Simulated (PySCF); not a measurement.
Job file and geometry (Å, from GFN2-xTB) of an NMR shielding run on SMILES C#CCSCB(N)N, C4H9BN2S, PySCF 2.14.0, density-fitted response routines, GIAO PBE0/pcSseg-1 NMR shielding, non-relativistic, gas phase; density fitting, a coarse starting grid and PySCF grid level 2 are the driver's defaults:

```
$ OMP_NUM_THREADS=1 python probes_run.py task.json out

{"job": {"kind": "nmr", "xc": "PBE0", "basis": "pcSseg-1"}, "charge": 0, "multiplicity": 1}
C      3.079066     0.928935     1.251197
C      2.782706     0.473615     0.183688
C      2.324839    -0.061068    -1.069855
S      0.561718     0.379125    -1.386888
C     -0.221557    -0.516708    -0.001379
B     -1.775841    -0.157723     0.132518
N     -2.704257    -1.185634     0.352061
N     -2.181462     1.179409     0.066857
H      3.381220     1.327762     2.172843
H      2.408664    -1.150268    -1.086617
H      2.883843     0.366790    -1.902638
H     -0.047807    -1.580129    -0.171845
H      0.325511    -0.216658     0.893845
H     -2.455095    -2.155350     0.412387
H     -3.689156    -1.023632     0.462646
H     -3.137719     1.480194     0.124898
H     -1.541669     1.923369    -0.144703
```

Q: What does the program print?

A: 
```
coarse grid: 14760 points
cycle   1  E = -689.7379781258  dE =  9.729e-01  |g| = 5.985e-01  |ddm| = 3.806e+00
cycle   2  E = -689.7211587525  dE =  1.682e-02  |g| = 6.762e-01  |ddm| = 1.245e+00
cycle   3  E = -689.8218209859  dE = -1.007e-01  |g| = 9.399e-02  |ddm| = 6.111e-01
cycle   4  E = -689.8232363956  dE = -1.415e-03  |g| = 6.028e-02  |ddm| = 1.239e-01
cycle   5  E = -689.8240740023  dE = -8.376e-04  |g| = 1.726e-02  |ddm| = 4.868e-02
cycle   6  E = -689.8241431887  dE = -6.919e-05  |g| = 2.077e-03  |ddm| = 1.523e-02
cycle   7  E = -689.8241441676  dE = -9.790e-07  |g| = 6.866e-04  |ddm| = 3.012e-03
final grid: 138120 points
cycle   8  E = -689.8666868370  dE = -3.338e-05  |g| = 1.053e-02  |ddm| = 3.837e-02
cycle   9  E = -689.8666737042  dE =  1.313e-05  |g| = 1.306e-02  |ddm| = 1.930e-02
cycle  10  E = -689.8667122270  dE = -3.852e-05  |g| = 8.018e-04  |ddm| = 1.112e-02
cycle  11  E = -689.8667123465  dE = -1.195e-07  |g| = 4.294e-04  |ddm| = 9.891e-04
cycle  12  E = -689.8667123883  dE = -4.180e-08  |g| = 1.334e-04  |ddm| = 3.768e-04
cycle  13  E = -689.8667123927  dE = -4.419e-09  |g| = 2.734e-05  |ddm| = 1.302e-04
cycle  14  E = -689.8667123928  dE = -1.528e-10  |g| = 1.055e-05  |ddm| = 3.149e-05
converged SCF energy = -689.8667123928

GIAO shielding tensors (ppm)
atom      isotropic    diamagn.    paramagn.     s11        s22        s33       span
  0 C      108.896     256.883    -147.987     35.037     45.367    246.283    211.247
  1 C      101.246     265.230    -163.984     -5.545     13.533    295.748    301.293
  2 C      158.676     254.352     -95.676    144.203    156.857    174.968     30.765
  3 S      486.729    1058.848    -572.119    359.807    383.670    716.709    356.902
  4 C      163.351     257.089     -93.739    138.225    171.402    180.424     42.199
  5 B       74.391     192.038    -117.647     49.267     62.807    111.099     61.832
  6 N      201.293     314.787    -113.494    152.573    201.377    249.929     97.356
  7 N      200.664     317.088    -116.424    146.183    212.504    243.306     97.122
  8 H       30.040      33.950      -3.910     24.638     25.334     40.148     15.510
  9 H       28.594      30.431      -1.837     22.727     27.863     35.193     12.465
 10 H       28.692      28.380       0.311     22.430     27.109     36.536     14.106
 11 H       30.215      34.932      -4.717     24.640     29.350     36.656     12.017
 12 H       28.966      34.528      -5.562     23.696     29.612     33.590      9.893
 13 H       29.330      31.437      -2.107     22.994     27.548     37.447     14.453
 14 H       29.542      29.222       0.320     23.223     26.281     39.123     15.900
 15 H       29.502      30.080      -0.578     23.453     26.140     38.912     15.459
 16 H       28.997      33.016      -4.019     21.570     29.695     35.726     14.156
```

Size and cost of the density-fitted run: 188 basis functions, 25 s wall time on 1 thread of an Intel Xeon 6975P-C, shared host; peak memory 0.83 GiB.
